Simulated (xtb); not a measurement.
Al(H)(OEt)(NH2) (C2H8AlNO), SMILES CC[O][AlH][NH2]. All values are semi-empirical tight-binding results from xtb (GFN2-xTB unless named), good for trends rather than for accurate numbers. The structure is a stationary point at GFN2-xTB. The structure was generated by enumeration; whether it is a known compound was not checked. The values are those of a single conformer.

Optimised geometry:

```xyz
13

Al    -0.2997     0.7193     1.0994
H     -0.7908     0.3761     2.4889
O      0.1906    -0.5945     0.2360
C      0.5679    -1.6739    -0.5640
C      0.0809    -1.4999    -1.9977
H      1.6620    -1.7590    -0.5528
H      0.1465    -2.5941    -0.1405
H      0.5070    -0.5953    -2.4258
H      0.3763    -2.3556    -2.5995
H     -1.0032    -1.4105    -2.0101
N     -0.2704     2.4065     0.5319
H     -0.5831     3.2004     1.0730
H      0.0573     2.7410    -0.3664
```

For metal compounds this method's bond lengths and energies can be far off.

- orbital gap: 4.56 eV
- zero-point energy: 62.3 kcal/mol
- G − E(el) at 298.15 K (modified RRHO): 41.7 kcal/mol

Computed atomic charges and the Wiberg bond orders between heavy atoms:
charges (e) Al1 0.33, H2 -0.10, O3 -0.34, C4 0.09, C5 -0.12, H6 0.03, H7 0.03, H8 0.05, H9 0.04, H10 0.05, N11 -0.41, H12 0.16, H13 0.18. Bond orders Al1–O3 1.35, O3–C4 0.97, C4–C5 1.01, Al1–N11 1.31.
